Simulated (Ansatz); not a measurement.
Ansatz (an electronic-structure program) input (MP2/6-31G* with LANL2DZ past Ar): The .json file joins the Basis Set Exchange's 6-31G* for atoms up to Ar and LANL2DZ past it.

Ansatz 0.2 input:
```yaml
crystal:
  periodic: [false, false, false]
  atoms:
    - {symbol: F, position_ang: [-1.60322700, -1.30108800, -1.00970400]}
    - {symbol: Ge, position_ang: [-1.00695200, -0.00749100, -0.05200100]}
    - {symbol: F, position_ang: [-1.63756500, 1.43365300, -0.73870700]}
    - {symbol: F, position_ang: [-1.74079200, -0.16962300, 1.49115400]}
    - {symbol: I, position_ang: [1.45390100, 0.01081600, 0.07508200]}
basis:
  gaussian:
    orbitals: 6-31Gs+LANL2DZ.json
magnetization: {spin_polarized: false}
correlation: {method: mp2, electrons: outside_noble_gas}
```

Output:

```
Functional definition: HF
integrals: 0.02 GiB planned
619 factors; integrals over basis functions are off by at most 3.0e-4 eV
mean field: 0.15 GiB planned
mean field evaluation 1: about -8520.4354 eV, gradient 4.2e1 eV
mean field evaluation 2: about -8520.4944 eV, gradient 4.2e1 eV
mean field evaluation 4: about -8523.6242 eV, gradient 1.8e0 eV
mean field evaluation 8: about -8523.6431 eV, gradient 1.1e-1 eV
mean field -8523.64319124 eV, -313.2381097452 hartree, gradient 1.2e-6 eV, S^2 0.000000; 0 other end points of the search recorded, 0 dependent functions left out
3 core orbitals not correlated
reference -8523.64319124 eV, -313.2381097452 hartree; 16, 16 occupied and 42, 42 virtual orbitals, 619 factors
second order -16.50726078 eV of doubles, -0.00000000 eV of singles
Total energy: -8540.15045202 eV, -313.8447403897 hartree
```

The geometry given is a B3LYP-D3(BJ)/def2-TZVP minimum.
